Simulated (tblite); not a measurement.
Compound: C₄H₁₅NOSi₃.
Cartesian coordinates in Å at the GFN2-xTB level; atoms count from 1:
```xyz
24
C4H15NOSi3 angstrom
Si    -0.9701    2.6474   -0.2410
C      0.6013    1.5894   -0.2837
Si     0.3784   -0.2370    0.1621
N      1.8798   -1.0774   -0.0314
Si     3.1518   -0.7208   -1.1440
C     -1.1236   -1.1071   -0.6268
C     -2.1430   -0.9792    0.5010
C     -1.3721   -1.0945    1.8158
O     -0.1439   -0.4229    1.7082
H     -1.5919    2.6210    1.0853
H     -0.6277    4.0358   -0.5709
H     -1.9389    2.1650   -1.2336
H      1.3321    2.0120    0.4041
H      1.0552    1.6407   -1.2712
H      2.0716   -1.7871    0.6560
H      3.8510    0.5156   -0.7769
H      2.5575   -0.5659   -2.4726
H      4.0636   -1.8633   -1.0798
H     -1.5025   -0.6704   -1.5463
H     -0.9094   -2.1573   -0.8255
H     -2.6021    0.0100    0.4556
H     -2.9314   -1.7315    0.4535
H     -1.1713   -2.1477    2.0475
H     -1.9260   -0.6552    2.6500
```

Computed values, GFN2-xTB/tblite, gas phase, harmonic and unscaled. Against measured fundamentals such values can be off by several per cent, at times by over 20. Modes of hydrogen on silicon can be 10 to 20 % off. One conformer, not necessarily the lowest.

Harmonic wavenumbers (cm⁻¹): 36.6, 49.1, 79.4, 84.4, 102.9, 125.0, 140.6, 156.2, 194.6, 206.2, 222.3, 256.0, 275.3, 408.8, 489.8, 520.0, 560.0, 575.5, 587.5, 656.0, 685.0, 727.6, 733.1, 757.8, 777.2, 786.7, 793.2, 802.4, 805.4, 807.8, 829.4, 859.3, 887.3, 944.4, 984.5, 987.7, 1012.8, 1054.7, 1111.4, 1141.8, 1150.4, 1166.4, 1186.2, 1226.4, 1262.3, 1319.1, 1331.5, 1454.6, 1476.2, 1487.2, 1496.0, 2209.7, 2216.4, 2229.1, 2246.2, 2249.7, 2251.5, 2896.9, 2948.2, 2972.9, 2985.1, 2988.1, 2990.5, 3003.9, 3028.8, 3481.2.

A = 1169, B = 734.0, C = 529.5 MHz; mass 177.046 u (most abundant isotopes); point group C1, symmetry number 1.

Question: Zero-point energy?

Answer: ½Σν̃ = 39235 cm⁻¹ = 112.18 kcal/mol.

Question: What is S at 500 K and 1 bar for an ideal gas of classical rigid rotors and harmonic oscillators?

Answer: Translation 44.02, rotation 32.48, vibration 76.66: S = 153.2 cal/(mol K).

Question: And Cp and H(500 K) − H(0)?

Answer: Cp = 77.25 cal/(mol K), of which vibrations give 69.30 (their classical limit is 66 R = 131.2); H(500 K) − H(0) = 22.86 kcal/mol without the zero-point energy, 18.88 from vibrations.

Question: What must be added to the electronic energy to get the Gibbs energy at 500 K and 1 bar?

Answer: ZPE + [H(500 K) − H(0)] − T·S = 112.18 + 22.86 − 76.58 = 58.46 kcal/mol.

Question: How do the functions run with temperature in this model?

Answer: 
```tsv
T (K)	S (cal/(mol K))	Cp (cal/(mol K))	H − H(0) (kcal/mol)	G − H(0) (kcal/mol)	ln q(vib)
100	79.1	26.1	1.70	-6.21	3.21
200	101.2	39.2	4.96	-15.28	7.62
300	119.8	53.7	9.60	-26.34	11.74
800	194.6	98.7	49.55	-106.12	30.38
1000	217.6	107.8	70.25	-147.39	36.90
```

q(vib) and H(0) count from the zero-point level.

Hindered rotation and anharmonicity are outside this model. Other conformers, if any are populated, would add a mixing term that is left out. The structure is chiral; the term R ln 2 for an equal mix with its mirror image is left out.
